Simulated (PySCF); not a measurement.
C₂H₇NSi₂.
Numbering: `[N:1]#[C:2][CH2:3][SiH2:4][SiH3:5]` (hydrogens: H6, H7 on C3; H8, H9 on Si4; H10, H11, H12 on Si5)

Geometry (PBE0-D3(BJ)/def2-SVP, Å), atoms numbered from 1 in this order:
```
atom  x, y, z in Å
N1    -1.512   -2.191   -1.245
C2    -1.570   -1.228   -0.602
C3    -1.576   -0.013    0.186
Si4   -0.012    1.050   -0.130
Si5    1.918   -0.223    0.252
H6    -2.472    0.583   -0.050
H7    -1.622   -0.270    1.257
H8    -0.057    1.546   -1.538
H9    -0.087    2.221    0.797
H10    1.999   -1.336   -0.739
H11    3.125    0.650    0.126
H12    1.868   -0.790    1.635
```

Computed with TDDFT CAM-B3LYP/def2-SVPD, vertical, gas phase, core orbitals frozen in the response in PySCF 2.14.0, density-fitted response routines.

Ground-to-excited transition dipoles (e·a0, same axes as the geometry; the sign carries no meaning), for the states with f of 0.002 or more among the lowest 8:

```
state  E (eV)      μx      μy      μz
   S1   7.178  -0.079  -0.414   0.127
   S3   7.544   0.209  -0.048  -0.237
   S4   7.714  -0.128  -0.211  -0.179
   S5   7.813  -0.363  -0.159  -0.096
   S6   7.879   0.394  -0.086   0.064
   S7   7.900   0.068  -0.116  -0.082
   S8   8.089  -0.977   0.559  -0.326
```

Task: What oscillator strength does each state have?

Result: f = (2/3) ΔE |μ|² with ΔE in hartree (27.2114 eV).

| state | \|μ\|² (au) | \|μ\| (D) | f |
| --- | --- | --- | --- |
| S1 | 0.194 | 1.12 | 0.034 |
| S3 | 0.102 | 0.81 | 0.019 |
| S4 | 0.093 | 0.78 | 0.018 |
| S5 | 0.166 | 1.04 | 0.032 |
| S6 | 0.166 | 1.04 | 0.032 |
| S7 | 0.025 | 0.40 | 0.005 |
| S8 | 1.374 | 2.98 | 0.272 |

Task: Which bond between heavy atoms lies closest to the direction of the S8 transition dipole?

Result: Si4–Si5, at 8° from it; next C3–Si4 at 68°.

Task: What angle do the transition dipoles of S3 and S5 make?

Result: |cos θ| = |μa·μb| / (|μa| |μb|) = 0.35, so θ ≈ 70° (taken between 0 and 90°, since the signs are arbitrary).

Task: How is the summed strength of these states shared among x, y and z?

Result: (2/3) Σ ΔE μα² gives 0.258 for x, 0.110 for y and 0.044 for z, 0.411 in all.

Task: What peak molar absorption coefficient would the strongest computed level give as a lone Gaussian band 0.5 eV wide at half height?

Result: ε(max) = 2.175×10⁸ f / FWHM, with the width in cm⁻¹. S8: 2.175×10⁸ × 0.2722 / 4033 ≈ 15000 L mol⁻¹ cm⁻¹.

All these states lie below the vertical ionisation energy of 10.64 eV (ΔSCF).

One conformer stands for the species.
